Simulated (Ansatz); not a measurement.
Species: C2H9OSi2, charge 0, multiplicity 2. It need not be the lowest isomer of its formula. 
Structure (B3LYP-D3(BJ)/def2-TZVP (Ansatz, a first-principles code) minimum search):
SMILES: [CH2][SiH](C)O[SiH3]
```xyz
14

Si    -0.9068    -0.1559    -0.5474
C     -1.2401     1.6548    -0.6068
C     -1.8782    -0.9612     0.8276
O      0.7061    -0.4163    -0.3436
Si     2.0432     0.0387     0.4788
H     -1.2630    -0.7867    -1.8431
H     -0.5298     2.3698    -1.0089
H     -2.1798     2.0925    -0.2863
H     -1.6878    -2.0358     0.8579
H     -1.6118    -0.5399     1.7992
H     -2.9506    -0.8132     0.6777
H      3.1688    -0.8223     0.0567
H      1.8324    -0.1105     1.9394
H      2.3730     1.4552     0.1906
```
Charge 0, spin multiplicity 2.

Property: atomisation energy (electronic, to ground-state atoms), in kcal/mol. Valence correlation only, unless marked. UHF or UKS for open shells. No spin-orbit coupling. Non-relativistic unless marked X2C. The coupled-cluster limit lacks core correlation, which all-electron functionals hold. Basis-set limits of correlation are two-point, X^-3; Hartree-Fock from the larger set.

```
level                                                             program  atomisation energy (kcal/mol)  minus last row
---------------------------------------------------------  --------------  -----------------------------  --------------
PBE/def2-TZVPD                                                     Ansatz                         1193.6           -10.1
BLYP-D4/def2-TZVPD                                         Ansatz + dftd4                         1189.8           -13.9
revPBE-D3(BJ)/def2-TZVPD                                   Ansatz + dftd3                         1175.3           -28.4
r2SCAN-D4/def2-TZVPD                                       Ansatz + dftd4                         1203.8             0.1
PBE0/def2-TZVP                                                     Ansatz                         1186.6           -17.1
PBE0/def2-QZVPP                                                    Ansatz                         1189.1           -14.6
BHLYP-D3(BJ)/def2-TZVPD                                    Ansatz + dftd3                         1183.0           -20.7
r2SCAN0-D4/def2-TZVPD                                      Ansatz + dftd4                         1193.1           -10.6
HSE06-D4/def2-TZVPD                                        Ansatz + dftd4                         1193.4           -10.3
CAM-B3LYP-D4/def2-TZVPD                                    Ansatz + dftd4                         1206.9             3.2
B2GP-PLYP-D3(BJ)/def2-TZVPD                                Ansatz + dftd3                         1187.6           -16.1
MP2/CBS(cc-pV(T+d)Z,cc-pV(Q+d)Z)                                   Ansatz                         1211.1             7.4
RI-MP2/cc-pV(T+d)Z                                                 Ansatz                         1179.3           -24.4
RI-MP2/cc-pV(Q+d)Z                                                 Ansatz                         1199.0            -4.7
RI-MP2/CBS(cc-pV(T+d)Z,cc-pV(Q+d)Z)                                Ansatz                         1211.0             7.3
SCS-MP2/STO-3G                                                     Ansatz                         1231.4            27.7
CCSD/6-31G*                                                        Ansatz                         1066.6          -137.1
CCSD/cc-pV(Q+d)Z                                                   Ansatz                         1179.4           -24.3
X2C-CCSD(T)/cc-pVTZ-DK                                             Ansatz                         1163.9           -39.8
CCSD(T) with core electrons (1s frozen past Ne)/cc-pwCVTZ          Ansatz                         1177.1           -26.6
CCSD(T)/CBS(cc-pV(T+d)Z,cc-pV(Q+d)Z)                               Ansatz                         1203.7             0.0
```
